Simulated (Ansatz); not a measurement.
Consider the redistribution: `NB[SiH2]O` + `S[SiH2]S` → `O[SiH2][SiH2]S` + `NBS`.

Gas-phase electronic energies from Ansatz, PBE0-D4/def2-TZVP geometries. CBS: MP2 limit from def2 TZ/QZ plus the TZ coupled-cluster correction, frozen cores. Functionals use def2-TZVPP. HSE06 is defined as in plane-wave codes. One conformer a species, not always the lowest.

Problem. Is it downhill or uphill in electronic energy at CCSD(T)/CBS, and by how much? (Best estimate.)

Solution. The calculation gave: Downhill: ΔE = -0.28 eV.

Problem. What do these levels give: r2SCAN-D4, CAM-B3LYP-D4, B2PLYP, PBE, HSE06, CAM-B3LYP, RPA@PBE/def2-TZVPP, CCSD(T)/def2-SVP, HF/def2-QZVPP, SCS-MP2/def2-QZVPP, MP2/CBS(def2), CCSD/CBS(def2)? (Estimate.)

Solution. Ansatz gave: r2SCAN-D4 -0.36, CAM-B3LYP-D4 -0.31, B2PLYP -0.29, PBE -0.36, HSE06 -0.34, CAM-B3LYP -0.29, RPA@PBE/def2-TZVPP -0.26, CCSD(T)/def2-SVP -0.39, HF/def2-QZVPP -0.24, SCS-MP2/def2-QZVPP -0.25, MP2/CBS(def2) -0.28, CCSD/CBS(def2) -0.27 eV.

Largest T1 diagnostic among the species: 0.013.

Leaving LDA and LC-ωPBE aside and taking each functional with its dispersion term where it has one, the values, not all of them listed here, spread over 0.09 eV, from PBE-D4 to ωB97M-V. LDA lies −0.06 eV from PBE without D4. In def2-TZVPP, CCSD(T) changes the Hartree–Fock value by −0.05 eV (the triples alone add −0.01 eV) and MP2 by −0.04 eV. At CCSD(T), def2-SVP lies −0.10 eV from the extrapolated value and def2-TZVPP −0.01 eV.
